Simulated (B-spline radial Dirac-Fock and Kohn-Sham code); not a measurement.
**Photoabsorption cross section of Os⁶⁺ by shell**

System: the Os⁶⁺ ion, configuration [Xe] 4f14 5d2.

The computed values come from a radial finite-basis atomic code: a relativistic central-field model (Hartree-Slater potential of the initial state, Latter tail, multipole expansion of the photon field, Dirac-Fock thresholds).

Computed thresholds (eV): K 73964.0, L1 13071.5, L2 12483.1, L3 10969.2, M1 3153.6, M2 2893.1, M3 2559.0, M4 2128.3, M5 2057.4, N1 758.9, N2 649.1, N3 570.5, N4 390.2, N5 375.7, N6 145.8, N7 143.2, O1 184.2, O2 146.2, O3 132.9, O4 84.80, O5 83.29.

| photon energy (eV) | total (b) | K (%) | L (%) | M (%) | N (%) | O (%) |
| --- | --- | --- | --- | --- | --- | --- |
| 200 | 6.196e+06 | – | – | – | 94.4 | 5.6 |
| 336 | 5.142e+06 | – | – | – | 96.0 | 4.0 |
| 600 | 2.920e+06 | – | – | – | 96.1 | 3.9 |
| 800 | 1.913e+06 | – | – | – | 95.8 | 4.2 |
| 1486.9 | 579900 | – | – | – | 94.5 | 5.5 |
| 3110 | 563700 | – | – | 79.8 | 18.6 | 1.6 |
| 4860 | 199900 | – | – | 80.3 | 17.9 | 1.8 |
| 16500 | 35680 | – | 76.2 | 18.7 | 4.4 | 0.7 |
| 17300 | 31540 | – | 76.3 | 18.6 | 4.4 | 0.7 |
| 22162.9 | 16430 | – | 76.7 | 18.3 | 4.3 | 0.7 |
| 40000 | 3345 | – | 77.0 | 17.9 | 4.3 | 0.7 |
| 104000 | 1247 | 81.0 | 14.7 | 3.4 | 0.8 | 0.2 |
| 150000 | 468.5 | 81.8 | 14.1 | 3.2 | 0.8 | 0.1 |

**Question.** With what power of the photon energy does the total fall between 104000 and 150000 eV?

**Answer.** As E^-2.67. The non-relativistic Born limit for an s electron far above threshold is E^-3.5; near threshold and at relativistic energies the fall is slower.
